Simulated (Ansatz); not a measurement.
Consider the ligand exchange at a B–Se bond: `CC[Se]B(O)O` + `[SiH3][TeH]` → `OB(O)[Te][SiH3]` + `CC[SeH]`.

Computed with Ansatz on PBE0-D4/def2-TZVP structures; ΔE is electronic, products minus reactants. CBS: MP2 limit from def2 TZ/QZ plus the TZ coupled-cluster correction, frozen cores. Functionals use def2-TZVPP. B3LYP here is the variant with VWN-RPA as its local correlation; programs differ in this. def2 core potentials past Kr. For Se, Te outer-core shells are correlated without core-valence functions, which leaves a few kJ/mol of doubt a bond. Scalar relativity is left out up to krypton. Each species was taken in one conformer, which may not be the lowest.

Question: Is it downhill or uphill in electronic energy at CCSD(T)/CBS, and by how much? (Estimate.)

Answer: Computed: Uphill: ΔE = +15.7 kJ/mol.

Question: What do these levels give: PBE-D4, B3LYP-D4, ωB97M-V, B2PLYP, PBE, PBE0, B3LYP, HF/def2-TZVPP, SCS-MP2/def2-TZVPP, MP2/def2-QZVPP, MP2/CBS(def2), CCSD/CBS(def2)? (Estimate.)

Answer: The calculation gave: PBE-D4 12.3, B3LYP-D4 15.7, ωB97M-V 16.7, B2PLYP 16.1, PBE 12.3, PBE0 14.4, B3LYP 16.1, HF/def2-TZVPP 22.8, SCS-MP2/def2-TZVPP 16.5, MP2/def2-QZVPP 13.7, MP2/CBS(def2) 13.1, CCSD/CBS(def2) 17.4 kJ/mol.

Largest T1 diagnostic among the species: 0.012.

In def2-TZVPP, CCSD(T) changes the Hartree–Fock value by −5.3 kJ/mol (the triples alone add −1.7 kJ/mol) and MP2 by −7.9 kJ/mol.
